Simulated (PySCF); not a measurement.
CH3Si, SMILES C=[SiH] (connectivity only; charge and spin as stated), charge +1, multiplicity 1. Atoms are numbered in the order given.

```xyz
5

C      0.0000     0.0000    -1.0999
Si     0.0000     0.0000     0.5632
H      0.0000     0.9337    -1.6613
H      0.0000    -0.9337    -1.6613
H      0.0000     0.0000     2.0380
```
Charge +1, spin multiplicity 1.

Geometry: r2SCAN-D4/def2-TZVP. A frequency run showed that this geometry is not a minimum. The spin state was assumed, not searched. The isomer is the one that the SMILES or the coordinates give; other isomers of the formula were not compared.

Level of theory: SMD-B3LYP/def2-SVP run with PySCF.

Solvation free energies are E(SMD) − E(gas) at the gas-phase geometry, for 1 M in both phases.

**Question.** Estimate the solvation free energies in water, dichloromethane, benzene. (An estimate is asked for; the answer gives what the named calculation found.)

**Answer.** 
```
solvent          ΔG(solv) (kcal/mol)  its non-electrostatic (CDS) part
---------------  -------------------  --------------------------------
water                          -63.8                               2.5
dichloromethane                -59.5                               0.1
benzene                        -37.4                              -0.1
```
